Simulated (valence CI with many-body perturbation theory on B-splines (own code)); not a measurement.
Pr9+: electric-dipole lines

Computed by valence CI with perturbative core correlation (CI+MBPT): four valence electrons over a frozen Dirac-Fock core [Kr] 4d10, a basis of 8 s, 8 p, 9 d, 9 f, 6 g, 3 h, 2 i functions for each j, with the one-electron correlation potential Σ1, the two-electron term Σ2, the three-electron term Σ3, Breit, model QED; selected CI, second order for the rest, scaled by the run's own slope (own B-spline code, finite nucleus).

No measured spectrum was set against this ion. As an estimate, terms of the open shell hold to a few per cent of their energy, and close levels can change places; configurations with another count of f electrons can be misplaced by thousands of cm⁻¹. Core correlation moves these levels by up to 49000 cm⁻¹, and in measured spectra 5 to 20 % of such shifts remained as error; rates that hang on mixing are uncertain with them.

Lines 51 to 100 of 239 in falling wavelength, among levels below 27.580 eV, chosen from the strongest by gf and those to the six lowest levels. Wavelengths and rates use the calculated energies, so an error of 2000 cm⁻¹ moves a line at 732.2 Å by 1.5 % and its rate by three times that or more. Electric multipoles are in the length gauge, E1 and E2 with the static RPA response of the core. Weak lines are less certain than strong ones. Lines between different terms over intervals too small for the method are left out, as are lines whose strength nearly cancels. Where a level lies close to another of its J and parity, the split of strength between their lines is uncertain. The highest levels of a list are the least certain.

Names give the largest LS component (configuration and term), which can be under half, so a name can repeat, a term be missing and a line seem to break the LS rules; names also repeat where a configuration has a term twice. Letters in brackets count levels of one name in rising energy.

```
λ vac (Å)                Upper               Lower   A (s⁻¹)  S (a.u.)
    732.2  4f 5s 5p2 5G°_3 [a]      4f 5s2 5p 3G_4  3.21e+07  4.35e-02
    732.1      4f2 5s 5p 5F°_2    4f2 5s2 3F_2 [b]  1.23e+08  1.20e-01
    732.0      4f 5s 5p2 5G°_2      4f 5s2 5p 3F_3  1.01e+04  9.81e-06
    731.4      4f 5s 5p2 5F°_3      4f 5s2 5p 3D_3  5.69e+07  7.70e-02
    730.6      4f2 5s 5p 5F°_1    4f2 5s2 3F_2 [b]  1.85e+08  1.07e-01
    729.8      4f2 5s 5p 5D°_3        4f2 5s2 3F_3  6.12e+07  8.22e-02
    728.5      4f2 5s 5p 5F°_2    4f2 5s2 3F_2 [a]  4.69e+07  4.48e-02
    727.6      4f2 5s 5p 5G°_3        4f2 5s2 3H_4  3.05e+07  4.06e-02
    727.6  4f2 5s 5p 5G°_5 [a]        4f2 5s2 3H_5  1.15e+08  2.40e-01
    727.0      4f2 5s 5p 5F°_1    4f2 5s2 3F_2 [a]  1.37e+08  7.78e-02
    726.8      4f2 5s 5p 5H°_4        4f2 5s2 3H_4  7.42e+07  1.27e-01
    725.7      4f 5s 5p2 5F°_2  4f 5s2 5p 3D_2 [a]  1.40e+08  1.32e-01
    725.3  4f 5s 5p2 3G°_3 [b]    4f2 5s2 3F_2 [a]  9.27e+07  1.22e-01
    721.7  4f 5s 5p2 5G°_3 [a]      4f 5s2 5p 3F_3  6.55e+07  8.50e-02
    720.8      4f 5s 5p2 5F°_3  4f 5s2 5p 3D_2 [a]  4.71e+07  6.09e-02
    719.1      4f 5s 5p2 5F°_4      4f 5s2 5p 3D_3  1.20e+08  1.98e-01
    719.1      4f2 5s 5p 5G°_6        4f2 5s2 3H_5  1.35e+08  3.22e-01
    717.5      4f 5s 5p2 3G°_4      4f 5s2 5p 1F_3  2.40e+08  3.94e-01
    716.6      4f 5s 5p2 5G°_2      4f 5s2 5p 3F_2  1.25e+08  1.14e-01
    715.8      4f 5s 5p2 3F°_4      4f 5s2 5p 1G_4  9.48e+07  1.54e-01
    715.3  4f2 5s 5p 5G°_5 [a]        4f2 5s2 3H_4  7.79e+07  1.55e-01
    714.0  4f 5s 5p2 3G°_5 [a]      4f 5s2 5p 3F_4  2.69e+08  5.31e-01
    713.6  4f 5s 5p2 3G°_5 [b]      4f 5s2 5p 1G_4  2.59e+08  5.12e-01
    712.6      4f 5s 5p2 5D°_4      4f 5s2 5p 3G_4  1.92e+08  3.09e-01
    708.4      4f 5s 5p2 3D°_3        5s2 5p2 3P_2  4.11e+07  5.05e-02
    706.7  4f 5s 5p2 5G°_3 [a]      4f 5s2 5p 3F_2  8.43e+07  1.03e-01
    706.7      4f2 5s 5p 5D°_4        4f2 5s2 3H_5  2.30e+07  3.60e-02
    705.2      4f 5s 5p2 5G°_2      4f 5s2 5p 3G_3  1.79e+08  1.55e-01
    703.8         5s 5p3 5S°_2        5s2 5p2 3P_1  1.85e+08  1.59e-01
    702.6      4f 5s 5p2 5D°_4      4f 5s2 5p 3F_3  1.29e+08  1.99e-01
    702.0         5s 5p3 5S°_2      4f 5s2 5p 3F_3  1.73e+07  1.47e-02
    699.2      4f2 5s 5p 5H°_4      4f 5s2 5p 1G_4  3.64e+07  5.53e-02
    697.8      4f 5s 5p2 3F°_3      4f 5s2 5p 1G_4  2.46e+07  2.89e-02
    695.6  4f 5s 5p2 5G°_3 [a]      4f 5s2 5p 3G_3  1.27e+08  1.47e-01
    695.1      4f2 5s 5p 5D°_4        4f2 5s2 3H_4  2.62e+07  3.91e-02
    695.0      4f 5s 5p2 5F°_4      4f 5s2 5p 3F_4  1.50e+08  2.23e-01
    692.5  4f2 5s 5p 5G°_5 [b]        4f2 5s2 3H_4  2.47e+07  4.45e-02
    689.4      4f2 5s 5p 3H°_4        4f2 5s2 3H_4  3.37e+07  4.90e-02
    689.2      4f 5s 5p2 5F°_3      4f 5s2 5p 1F_3  1.40e+08  1.59e-01
    689.1      4f2 5s 5p 5H°_3      4f 5s2 5p 3D_3  7.88e+07  8.90e-02
    687.9         5s 5p3 5S°_2      4f 5s2 5p 3F_2  1.75e+07  1.40e-02
    686.2      4f 5s 5p2 3F°_4      4f 5s2 5p 3D_3  7.62e+07  1.09e-01
    686.0      4f 5s 5p2 3F°_4      4f 5s2 5p 3G_5  1.99e+07  2.86e-02
    684.0  4f 5s 5p2 3G°_5 [b]      4f 5s2 5p 3G_5  5.12e+07  8.89e-02
    678.1      4f 5s 5p2 3F°_2  4f 5s2 5p 3D_2 [b]  7.59e+07  5.84e-02
    677.9      4f 5s 5p2 5D°_4      4f 5s2 5p 3G_3  2.81e+05  3.89e-04
    677.6      4f 5s 5p2 3D°_3      4f 5s2 5p 3G_4  1.25e+08  1.35e-01
    677.4         5s 5p3 5S°_2      4f 5s2 5p 3G_3  1.15e+06  8.85e-04
    671.6         5s 5p3 3D°_3  4f 5s2 5p 3D_2 [b]  1.76e+08  1.84e-01
    669.6      4f 5s 5p2 3F°_3      4f 5s2 5p 3D_3  1.19e+08  1.23e-01
```
